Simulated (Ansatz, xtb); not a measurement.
## Two isomers of C4H7NOSi

We compare X, `N#C[C@@H]1OC[C@@H]1[SiH3]`, a singlet, with Y, `N#C[C@@H]1OC[C@H]1[SiH3]`, a singlet. Both are isolated molecules in the gas phase, relaxed with B3LYP/def2-SVP.

Quicker runs give these differences E(Y) − E(X): GFN2-xTB −0.46 kcal/mol; HF/STO-3G −0.39 kcal/mol (at GFN2-xTB geometries); r2SCAN-D4/def2-SVP −0.10 kcal/mol (at GFN2-xTB geometries).

Problem. Estimate E(Y) − E(X) at the level CCSD(T)/def2-SVP + ΔMP2/def2-TZVPP.

Solution. Too close to call at this level: CCSD(T)/def2-SVP + ΔMP2/def2-TZVPP gives E(Y) − E(X) = −0.24 kcal/mol.

Level by level:

```csv
level,geometry,E(Y) − E(X) (kcal/mol),departure from the last row (kcal/mol),"job, with rough time for the two"
GFN2-xTB,GFN2-xTB,−0.46,−0.22,"optimisation, 0.2 s"
HF/STO-3G,GFN2-xTB,−0.39,−0.14,"single point, 0.56 s"
r2SCAN-D4/def2-SVP,GFN2-xTB,−0.10,+0.14,"single point, 6.6 s"
B3LYP/def2-SVP,B3LYP/def2-SVP,−0.48,−0.24,"optimisation, 86 s"
HF/def2-SVP,B3LYP/def2-SVP,−0.64,−0.39,part of the CCSD(T) run
MP2/def2-SVP,B3LYP/def2-SVP,−0.22,+0.03,part of the CCSD(T) run
CCSD(T)/def2-SVP,B3LYP/def2-SVP,−0.26,−0.01,single point
CCSD(T)/def2-SVP + ΔMP2/def2-TZVPP,B3LYP/def2-SVP,−0.24,,"single point, 1.8 min"
```

As drawn, both hold the same kinds of bond in the same numbers.

The largest departure from CCSD(T)/def2-SVP + ΔMP2/def2-TZVPP is that of HF/def2-SVP, 0.39 kcal/mol. The last row adds to CCSD(T) the change of the MP2 difference between the two basis sets, here +0.01 kcal/mol.

With thermal terms from frequencies at re-optimised GFN2-xTB minima (ideal gas, soft modes damped towards free rotors, one conformer each, 298.15 K, 1 atm): the zero-point term adds −0.02 kcal/mol; ΔH is −0.24 and ΔG −0.38 kcal/mol.

The correlated steps freeze 11 core orbitals. Run with Ansatz 0.2.0, xtb 6.7.1; the last row on 2 threads of Arm Neoverse V2 on a shared host.
